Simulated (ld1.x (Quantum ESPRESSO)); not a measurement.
**Pt (Z = 78): one change to a TM potential, before and after**

ld1.x (Quantum ESPRESSO) 7.5 input, shortened:

```
&input
   title='Pt', zed=78., rel=1, dft='PBE', iswitch=3,
   config='[Xe] 4f14 5d9 6s0.75 6p0.25'
 /
 &inputp
   pseudotype=2, tm=.true., lloc=1,
   nlcc=.false.
 /
3
6S  1  0   0.75   0.00  1.80  1.80  0.0
5D  3  2   9.00   0.00  1.65  1.65  0.0
6P  2  1   0.25   0.00  3.90  3.90  0.0
 &test
   configts(1)='5d9 6s0.75 6p0.25'
 /
```

All-electron outer shells of the reference configuration (PBE, scalar-relativistic, ld1.x):

| shell | level (eV) | outermost node (bohr) | outermost maximum (bohr) |
| --- | --- | --- | --- |
| 4f | -70.64 | – | 0.38 |
| 5p | -56.59 | 0.53 | 0.98 |
| 5d | -6.69 | 0.57 | 1.26 |
| 6s | -6.08 | 1.14 | 2.38 |
| 6p | -1.16 | 1.36 | 3.64 |

Change: wave 5d (bound): rc 1.65 bohr becomes 5d (bound): rc 2.34 bohr.

Cutoffs: the cutoffs (Ry, on a coarse ladder) from which the occupation-weighted sum of valence levels, in a spherical-Bessel basis at the reference potential, stays within 10 and 1 mRy of its value at 400 Ry; they do not see the model core or the augmentation charge, which bear on the density cutoff. Errors are all-electron minus pseudo energies relative to the spin-unpolarised reference configuration.

Problem. What does the change do?

Solution. The potential gets softer (40 Ry and 70 Ry → 40 Ry and 60 Ry); of the 7 tests that both files solve, the error grows in 1 and shrinks in 1 by more than 15 % and 0.3 meV (median size 54.0 → 50.0 meV); neither file shows a bound ghost. A larger radius leaves more room for a smooth pseudo-wave, so fewer plane waves are needed.

| quantity | base | changed |
| --- | --- | --- |
| cutoff, loose | 40 Ry | 40 Ry |
| cutoff, tight | 70 Ry | 60 Ry |
| loose cutoff by channel (10 mRy a level) | s 18 Ry, d 35 Ry, p 6 Ry | s 18 Ry, d 30 Ry, p 6 Ry |
| bound ghosts | none | none |
| error for 5d9 6s1 6p0, meV [ΔE -1.21 eV] | +0.9 | +0.9 |
| error for 5d9 6s0 6p0, meV [ΔE 7.98 eV] | +0.9 | +1.7 |
| error for 5d8 6s0 6p0, meV [ΔE 27.95 eV] | -123 | -123 |
| error for 5d8 6s2 6p0, meV [ΔE -0.21 eV] | -43 | -35 |
| error for 5d8 6s1 6p1, meV [ΔE 5.35 eV] | -64 | -57 |
| error for 5d10 6s0 6p0, meV [ΔE -1.23 eV] | -65 | -61 |
| error for 5d8 6s1 6p0, meV [ΔE 9.95 eV] | -54 | -50 |
| s: phases at 4.26 bohr within 0.05 rad from the reference energy up to (Ry; the scan ends near 5) | 0.3 | 0.3 |
| p: phases at 4.26 bohr within 0.05 rad from the reference energy up to (Ry; the scan ends near 5) | 1.0 | 1.0 |
| d: phases at 4.26 bohr within 0.05 rad from the reference energy up to (Ry; the scan ends near 5) | 0.3 | 0.3 |
